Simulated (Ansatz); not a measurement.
Calculated with Ansatz (gas phase, PBE0-D4/def2-TZVP geometries, no zero-point term in ΔE). CCSD(T)/CBS adds triple-zeta CCSD(T) − MP2 to the extrapolated MP2 energy (def2 sets, frozen cores). Functionals use def2-TZVPP. For Br, Ge outer-core shells are correlated without core-valence functions, which leaves a few kJ/mol of doubt a bond. Scalar relativity is left out up to krypton.

`[GeH3][CH]1C[SiH2]1` + HBr → `BrC1C[SiH2]1` + GeH₄  (substitution at a C–Ge bond)

```
             level  ΔE (kJ/mol)
           r2SCANh         50.8
           r2SCAN0         52.3
SCS-MP2/def2-TZVPP         54.9
      HF/CBS(def2)         47.3
```

Task: What does CCSD(T)/CBS give? (An estimate is asked.)

Result: Computed: +56.8 kJ/mol. The listed levels differ from it by -6.0, -4.5, -1.9, -9.5 kJ/mol.

Largest T1 diagnostic among the species: 0.012.

In def2-TZVPP, CCSD(T) changes the Hartree–Fock value by +8.3 kJ/mol (the triples alone add −0.1 kJ/mol) and MP2 by +10.4 kJ/mol. From PBE to PBE0 (25 % exact exchange), in def2-TZVPP and without D4, ΔE moves by +4.5 kJ/mol. Leaving LDA and LC-ωPBE aside and taking each functional with its dispersion term where it has one, the values, not all of them listed here, spread over 11.2 kJ/mol, from BLYP-D4 to PBE-QIDH. LDA lies +3.6 kJ/mol from PBE without D4.

CCSD(T)/CBS has its own doubt, a few kJ/mol and more with outer-core shells, so smaller differences from it don't rank the levels.
